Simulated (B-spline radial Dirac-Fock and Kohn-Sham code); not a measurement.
**X-ray form factors of scandium in several charge states**

Method: configuration-average Dirac-Fock orbitals. Computed with a radial B-spline solver.

Configurations: Sc¹²⁺ [He] 2s2 2p5; Sc¹⁶⁺ [He] 2s2 2p1; Sc¹⁷⁺ [He] 2s2; Sc¹⁸⁺ [He] 2s1; Sc²⁰⁺ 1s1. The first column is f₀ of Sc¹²⁺, the others are differences from it.

| s (Å⁻¹) | Sc¹²⁺ | Δ Sc¹⁶⁺ | Δ Sc¹⁷⁺ | Δ Sc¹⁸⁺ | Δ Sc²⁰⁺ |
| --- | --- | --- | --- | --- | --- |
| 0 | 9.000 | -4.000 | -5.000 | -6.000 | -8.000 |
| 0.05 | 8.985 | -3.991 | -4.990 | -5.988 | -7.985 |
| 0.1 | 8.941 | -3.965 | -4.958 | -5.950 | -7.942 |
| 0.15 | 8.869 | -3.922 | -4.907 | -5.889 | -7.870 |
| 0.2 | 8.769 | -3.863 | -4.836 | -5.804 | -7.771 |
| 0.25 | 8.642 | -3.789 | -4.747 | -5.696 | -7.645 |
| 0.3 | 8.491 | -3.700 | -4.640 | -5.568 | -7.496 |
| 0.35 | 8.318 | -3.599 | -4.518 | -5.422 | -7.324 |
| 0.4 | 8.123 | -3.485 | -4.382 | -5.258 | -7.131 |
| 0.45 | 7.911 | -3.362 | -4.233 | -5.079 | -6.921 |
| 0.5 | 7.683 | -3.230 | -4.074 | -4.887 | -6.696 |
| 0.6 | 7.191 | -2.948 | -3.732 | -4.474 | -6.209 |
| 0.7 | 6.667 | -2.651 | -3.371 | -4.036 | -5.691 |
| 0.8 | 6.131 | -2.351 | -3.004 | -3.591 | -5.162 |
| 0.9 | 5.599 | -2.057 | -2.644 | -3.152 | -4.638 |
| 1 | 5.086 | -1.779 | -2.300 | -2.732 | -4.133 |
| 1.1 | 4.602 | -1.521 | -1.978 | -2.339 | -3.659 |
| 1.2 | 4.154 | -1.286 | -1.685 | -1.979 | -3.222 |
| 1.4 | 3.383 | -0.894 | -1.187 | -1.370 | -2.474 |
| 1.6 | 2.781 | -0.598 | -0.807 | -0.907 | -1.896 |
